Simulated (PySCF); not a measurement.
C2H7FSn, SMILES [CH3][SnH]([CH3])[F].

Coordinates come from a B3LYP-D3(BJ)/def2-SVP optimisation. The def2 effective core potentials stand for the cores of Sn; spin–orbit coupling is left out.

Method: TDA-PBE/def2-SVPD (PySCF).

Vertical excitations. Isolated molecule, no solvent. State labels are in the subgroup Cs.

```csv
state,symmetry,energy (eV),λ (nm),f,main pairs
S1,A",6.29,197,0.003,"HOMO→LUMO 76 %, HOMO→LUMO+1 23 %"
S2,A',6.57,189,0.005,"HOMO−1→LUMO 77 %, HOMO−1→LUMO+1 22 %"
S3,A",6.70,185,0.130,"HOMO→LUMO+1 61 %, HOMO→LUMO+2 16 %, HOMO→LUMO 15 %"
S4,A',6.85,181,0.023,"HOMO−1→LUMO+1 60 %, HOMO→LUMO+3 14 %, HOMO−1→LUMO 12 %, HOMO−1→LUMO+2 10 %"
S5,A",7.15,173,0.012,HOMO→LUMO+2 76 %
S6,A',7.20,172,0.036,"HOMO→LUMO+3 76 %, HOMO−1→LUMO+2 15 %"
S7,A",7.39,168,0.132,HOMO−1→LUMO+3 82 %
S8,A',7.44,167,0.111,"HOMO−1→LUMO+2 63 %, HOMO−3→LUMO+1 12 %"
S9,A",7.67,162,0.000,HOMO−2→LUMO 97 %
S10,A',7.78,159,0.001,HOMO−3→LUMO 88 %
T1,A",5.86,212,0,HOMO→LUMO 88 %
T2,A',6.02,206,0,HOMO−1→LUMO 85 %
T3,A",6.15,202,0,HOMO→LUMO+1 87 %
T4,A',6.32,196,0,"HOMO−1→LUMO+1 83 %, HOMO−1→LUMO 13 %"
```
Triplets are in the Tamm–Dancoff approximation.
